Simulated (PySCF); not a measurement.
Sb(I)3 cation (I₃Sb), SMILES [I][Sb]([I])[I] (connectivity only; charge and spin as stated), charge +1, multiplicity 2.

Geometry optimised at B3LYP-D3(BJ)/def2-SVP. The multiplicity is an assumed one; no other spin state was optimised. The isomer is the one that the SMILES or the coordinates give; other isomers of the formula were not compared. The def2 effective core potentials stand for the cores of I, Sb; spin–orbit coupling is left out.

These are B3LYP-D3(BJ)/def2-SVP in PySCF 2.14.0 values and carry that method's errors.

Frequencies are harmonic and unscaled.

Modes within 1.5 cm⁻¹ of each other (mostly degenerate sets) share a row, with their intensities summed.

Task: Estimate the vibrational spectrum. (An estimate is asked for; the answer gives what the named calculation found.)

Result: 
```csv
mode,ν (cm⁻¹),IR (km/mol),moving atoms (share of kinetic energy)
1–2,52,0.5,"I 89 %, Sb 11 %"
3,65,0.3,"I 54 %, Sb 46 %"
4,168,1.0,"I 71 %, Sb 29 %"
5–6,200,16.6,"Sb 60 %, I 40 %"
```
